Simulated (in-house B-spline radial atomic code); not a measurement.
# Sn IV (Sn3+): [Kr] 4d9 5s1 6f1 (an excited or competing configuration)

Level of theory: non-relativistic BLYP, spin-polarised, spherical fractional occupations, point nucleus; calculated with a radial B-spline atomic code at the basis-set limit.

Screening seen three ways: the hydrogenic charge with the same mean radius, Z_r = [3n² - l(l+1)]/(2<r>), the one with the same energy, Z_e = n√(-2ε), and Slater's rules. Values are occupation-weighted means over spin.

| shell | electrons | ε (eV) | <r> (bohr) | Z_r | Z_e | Slater |
| --- | --- | --- | --- | --- | --- | --- |
| 1s | 2 | -28022 | 0.03042 | 49.31 | 45.38 | 49.70 |
| 2s | 2 | -4173.6 | 0.1314 | 45.65 | 35.03 | 45.85 |
| 2p | 6 | -3907.6 | 0.1121 | 44.61 | 33.89 | 45.85 |
| 3s | 2 | -839.13 | 0.3526 | 38.28 | 23.56 | 38.75 |
| 3p | 6 | -729.45 | 0.3436 | 36.38 | 21.97 | 38.75 |
| 3d | 10 | -525.96 | 0.3146 | 33.38 | 18.65 | 28.85 |
| 4s | 2 | -167.92 | 0.8432 | 28.46 | 14.05 | 22.25 |
| 4p | 6 | -131.18 | 0.8894 | 25.86 | 12.42 | 22.25 |
| 4d | 9 | -69.923 | 1.043 | 20.14 | 9.07 | 11.20 |
| 5s | 1 | -44.022 | 2.06 | 18.20 | 8.99 | 7.55 |
| 6f | 1 | -6.64 | 9.295 | 5.16 | 4.19 | 4.00 |

The least bound orbital is 6f up at -6.64 eV, and it is also the most diffuse (<r> = 9.295 bohr).
